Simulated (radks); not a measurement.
Values are calculated unless marked as measured or tabulated.
The chlorine anion Cl- inside a hard spherical wall (all orbitals vanish at R), configuration held at [Ar] and not refilled when levels cross. Code: a radial shooting solver on a logarithmic mesh with Libxc functionals. Model: scalar-relativistic Kohn-Sham, PBE, spin-polarised, spherical densities, point nucleus. Eigenvalues in eV for spin up, with the zero of energy where the potential of the charges vanishes at infinity; a dash marks a level that is unbound or too diffuse for the functional's potential to be trusted. A positive occupied level is held by the wall or, in an anion where self-interaction has pushed it up, behind a barrier. The pressure on the wall is -dE/dV.

R (bohr)  E (hartree)  kinetic (hartree)    e(2s)    e(2p)    e(3s)   e(3p)  e(4s, empty)  e(4p, empty)  pressure (GPa)
20         -461.57901            463.633  -242.74  -181.66  -11.348   0.236         2.439         2.654        < 0.0001
15         -461.57899            463.633  -242.73  -181.66  -11.344   0.240         3.146         3.619        0.000112
12         -461.57887            463.634  -242.71  -181.63  -11.323   0.259         3.869         4.697         0.00167
8          -461.57524            463.655  -242.39  -181.31  -11.048   0.517         6.350         8.445           0.127
7          -461.56920            463.688  -242.04  -180.96  -10.764   0.790         7.897        10.679           0.464
3.5        -460.92143            466.426  -229.82  -168.62   -2.255  10.082        41.494        50.371             190
3          -460.13230            469.288  -221.17  -159.84    3.943  17.147        64.634        74.948             619
2          -452.64489            491.119  -178.12  -115.69   45.179  62.594        205.04        214.57           10700
